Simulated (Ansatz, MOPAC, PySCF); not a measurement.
Noncovalent pair: C2H2 (SMILES C#C) (first 4 atoms) with C2H6O (SMILES COC); geometry from B3LYP-D3(BJ)/def2-TZVP, rigid monomers moved along the line of their centres of mass till H4···O6 is 2.97 Å.
(charge 0, multiplicity 1):
```
atom    x (Å)    y (Å)    z (Å)
----  -------  -------  -------
C      0.5363   0.0417  -0.2194
C      0.0530   0.0058   0.8766
H      0.9640   0.0733  -1.1915
H     -0.3742  -0.0248   1.8575
C     -0.6133   1.4036   5.1964
O     -0.8905   0.0810   4.7807
C     -0.0326  -0.8690   5.3813
H      0.4104   1.6975   4.9333
H     -0.7429   1.5123   6.2800
H     -1.3157   2.0592   4.6847
H      1.0167  -0.6752   5.1265
H     -0.3170  -1.8491   5.0023
H     -0.1368  -0.8607   6.4729
```

Monomers are frozen at their geometry in the pair; levels with a basis set take the counterpoise correction. Rows marked so take none.

Cores are frozen in the correlated methods. Rows in 6-31G* carry no dispersion term and start afresh at each structure (6-31G* with six Cartesian d functions). MP2/6-31G* freezes PySCF's default core. The state that AM1, PM6, PM7 reach isn't checked; PM7 holds dispersion and hydrogen-bond terms.

The values were computed with Ansatz (Gaussian basis) for Hartree–Fock, density functionals and correlated methods; MOPAC for AM1, PM6, PM7 (differences of heats of formation); PySCF for 6-31G* rows, the dispersion terms. Each number belongs to the level named beside it.

Other levels give for the interaction energy: PBE/def2-TZVPPD -1.47; B3LYP/def2-TZVPPD -1.19; B3LYP-D3(BJ)/def2-TZVPPD -1.84; wB97M-V/def2-TZVPPD -1.78; CCSD(T)/aug-cc-pVDZ -1.76 kcal/mol.

Common cheap choices:

| level | interaction energy (kcal/mol) |
|---|---|
| AM1 | -0.59 |
| PM6 | -0.81 |
| PM7 | -1.12 |
| HF/6-31G* | -1.44 |
| HF/6-31G* (no counterpoise) | -2.10 |
| B3LYP/6-31G* (no counterpoise) | -2.29 |
| MP2/6-31G* | -1.64 |
| MP2/6-31G* (no counterpoise) | -2.78 |

Ansatz is an electronic-structure program.
